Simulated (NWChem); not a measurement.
System: H2 cation, doublet

Results from NWChem. Spin-unrestricted. Structure relaxed at the PBE0/def2-SVP, spin-unrestricted level. No stability test was run on the SCF state. Level: PBE/def2-SVP with COSMO at NWChem's default radii, gas-phase geometry; rows give the dielectric constant. Reactions with the solvent are ignored.

For dielectric constant 11.7:

electrostatic solvation energy (kcal/mol): -101.2

**Question.** How do the values read with dielectric constant 1.5 instead?

**Answer.** The electrostatic solvation energy (kcal/mol) comes out as -36.9.
